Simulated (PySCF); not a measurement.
A structure optimised at PBE-D3(BJ)/def2-SVP, used in a PySCF frequency run:

```xyz
9

Zn    -0.3588     0.4366     0.5843
N     -1.3192     1.0932     1.9912
H     -1.0783     0.6317     2.8798
H     -2.3324     0.9493     1.8755
O      0.6802     0.0917    -0.8236
Si     1.0349    -1.2774    -1.6910
H     -0.1938    -1.8998    -2.3190
H      1.6803    -2.3506    -0.8408
H      1.9927    -0.9298    -2.7993
```
Charge 0, spin multiplicity 1.

Problem. Write its SMILES and formula.

Solution. [NH2][Zn][O][SiH3], H5NOSiZn

Problem. What are its rotational constants (standard atomic weights)?

Solution. 32.283, 1.4294, 1.4017 GHz
